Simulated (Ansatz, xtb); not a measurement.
## Relative energy of two conformers of BCl2H3Si

Structure a: `ClB[SiH2]Cl`, a singlet. Structure b: `ClB[SiH2]Cl`, a singlet. Both are isolated molecules in the gas phase, relaxed with PBE0-D4/def2-SVP.

a (Å):

```xyz
7

B    -2.4166   -0.4915   -0.9694
Cl   -2.5805   -1.6929    0.2728
Cl    0.8900   -1.1344   -0.8428
Si   -0.6117   -0.0157   -1.7368
H    -3.4278    0.0461   -1.3529
H    -0.3188    1.4336   -1.5171
H    -0.5867   -0.2771   -3.2083
```

b (Å):

| atom | x (Å) | y (Å) | z (Å) |
| --- | --- | --- | --- |
| B | -0.7046 | -0.9495 | -1.1649 |
| Cl | 0.2797 | -1.6625 | 0.0876 |
| Cl | -2.3742 | 1.6428 | -2.5391 |
| Si | -1.2076 | 0.9933 | -0.9466 |
| H | -1.0240 | -1.6609 | -2.0836 |
| H | -1.9834 | 1.1906 | 0.3149 |
| H | 0.0190 | 1.8440 | -0.8853 |

Q: Estimate E(b) − E(a) at the level CCSD(T)/def2-SVP + ΔMP2/def2-TZVPP.

A: Too close to call at this level: CCSD(T)/def2-SVP + ΔMP2/def2-TZVPP gives E(b) − E(a) = +0.15 kJ/mol.

How the difference moves with the method:

| level | geometry | E(b) − E(a) (kJ/mol) | departure from the last row (kJ/mol) | job, with rough time for the two |
| --- | --- | --- | --- | --- |
| PBE0-D4/def2-SVP | PBE0-D4/def2-SVP | +0.55 | +0.40 | optimisation, 18 s |
| HF/def2-SVP | PBE0-D4/def2-SVP | −2.32 | −2.47 | part of the CCSD(T) run |
| MP2/def2-SVP | PBE0-D4/def2-SVP | +0.02 | −0.13 | part of the CCSD(T) run |
| CCSD(T)/def2-SVP | PBE0-D4/def2-SVP | −0.08 | −0.23 | single point |
| CCSD(T)/def2-SVP + ΔMP2/def2-TZVPP | PBE0-D4/def2-SVP | +0.15 |  | single point, 6.7 s |

The largest departure from CCSD(T)/def2-SVP + ΔMP2/def2-TZVPP is that of HF/def2-SVP, 2.47 kJ/mol. Levels run at GFN2-xTB geometries aren't shown. The last row adds to CCSD(T) the change of the MP2 difference between the two basis sets, here +0.23 kJ/mol.

With harmonic frequencies from PBE0-D4/def2-SVP (ideal gas, rigid rotor, one conformer each, 298.15 K, 1 atm): on the last row, ΔE + ΔZPE = −0.23 kJ/mol. A mode under 50 cm⁻¹ makes harmonic enthalpies and free energies unreliable, so none is given.

The correlated steps freeze 16 core orbitals. Run with Ansatz 0.2.0; the last row on 2 threads of Intel(R) Xeon(R) 6975P-C (Granite Rapids) on a shared host.
